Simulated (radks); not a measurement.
Values are calculated unless marked as measured or tabulated.
Q: The table gives one normalised radial function P(r) = r R(r) of Ho3+ in [Xe] 4f10 (r in bohr). Code: a radial shooting solver on a logarithmic mesh with Libxc functionals. Model: scalar-relativistic Kohn-Sham, exchange-only r2SCAN, spin-polarised, spherical densities, finite nucleus; open shells are filled with parallel spins first (spin-orbit coupling, left out, can overturn this in heavy ions); meta-GGA in the generalised Kohn-Sham scheme; Fermi nuclear charge, rms radius 5.2022 fm.

r,P
0.002611,0.0966
0.003957,0.1247
0.005999,0.1510
0.009167,0.1636
0.0139,0.1403
0.02106,0.0561
0.03193,-0.0934
0.04841,-0.2386
0.07338,-0.2087
0.1112,0.1043
0.1686,0.3744
0.2556,0.0232
0.3875,-0.5390
0.5921,-0.0892
0.8975,0.8652
1.361,0.9562
2.062,0.3970
3.126,0.0581
4.739,0.0021

Which n and l does it have? It may be an empty orbital.

A: n = 5, l = 0: the number of nodes gives n - l - 1 = 4, the rise at small r (about r^(l+1), flatter next to the nucleus through relativity) gives l, and the extent must fit the shell. The curve is that of 5s down; the table hardly tells the two spins apart. 5s down: eigenvalue -79.122 eV, 4 radial nodes at r = 0.0251, 0.0994, 0.259, 0.614 bohr, <r> = 1.27 bohr, 90 % of the charge inside 1.83 bohr.
